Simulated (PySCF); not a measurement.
# Multinuclear NMR of C₄H₉NOSi₂

Structure with atom numbers: `[H]/[N:1]=[CH:2]\[C@@:3]1([SiH3:4])[CH:5]=[CH:6][O:7][SiH2:8]1`. Each H is labelled by its parent atom. Ha(Si8) is pro-R; Hb(Si8) is pro-S.

Rapidly exchanging positions averaged, one computed conformer, no solvent model, non-relativistic. Geometry: GFN2-xTB; shielding tensors at PBE0/pcSseg-1 (GIAO); PySCF 2.14.

Question: Predict the ²⁹Si NMR data.

Answer: 
| atoms | environment | σ (ppm) | δ (ppm) |
| --- | --- | --- | --- |
| Si8 | silicon bonded to C, O, 2 H, in a 5-membered ring | 342.4 | -1.5 |
| Si4 | silicon bonded to C, 3 H | 406.7 | -54.3 |

Shieldings were converted by a linear fit to measured shifts: ²⁹Si: δ = 279.94 − 0.822σ (rms 8.9 ppm, 72 shifts, 25.8 ppm with the 6 outliers that the fit left out vs TMS, solution or neat liquid). A few per cent of atoms miss by over 2 rms, more outside the fitted compound classes.

On a 300 MHz spectrometer ²⁹Si resonates near 59.6 MHz, so 1 ppm is 59.6 Hz.

Question: What are the ¹⁵N shifts?

Answer: 
```json
{"atoms": "N1", "environment": "imine nitrogen", "σ (ppm)": "-83.2", "δ (ppm)": "-71.4"}
```

Shieldings were converted by a linear fit to measured shifts: ¹⁵N: δ = -148.07 − 0.921σ (rms 6.3 ppm, 71 shifts vs CH3NO2, solution or neat liquid). Occasional misses reach two or three times the rms, and more in compound classes unlike the fitted ones.

On a 500 MHz spectrometer ¹⁵N resonates near 50.7 MHz, so 1 ppm is 50.7 Hz.

Question: Where does ¹⁷O resonate?

Answer: 
```csv
atoms,environment,σ (ppm),δ (ppm)
O7,"oxygen bonded to C, Si, in a 5-membered ring",227.4,59.6
```

Shieldings were converted by a linear fit to measured shifts: ¹⁷O (scatter 10.7 ppm rms, 12.2 ppm with the 3 outliers that the fit left out vs liquid water, solution or neat liquid). Occasional misses reach two or three times the rms, and more in compound classes unlike the fitted ones.

On a 300 MHz spectrometer ¹⁷O resonates near 40.7 MHz, so 1 ppm is 40.7 Hz.
